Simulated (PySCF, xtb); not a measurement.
TeCl2, SMILES Cl[Te]Cl.

Harmonic wavenumbers (cm⁻¹) from xtb with GFN2-xTB at its own minimum, in rising order: 113, 344, 374.

What does B3LYP-D3(BJ)/def2-TZVP (PySCF 2.14.0) give at its own minimum? (An estimate is asked for; the answer gives what the named calculation found.)

124, 354, 371. Paired by order, the mean absolute difference is 8 cm⁻¹ and the zero-point energies are 1.2 and 1.2 kcal/mol.
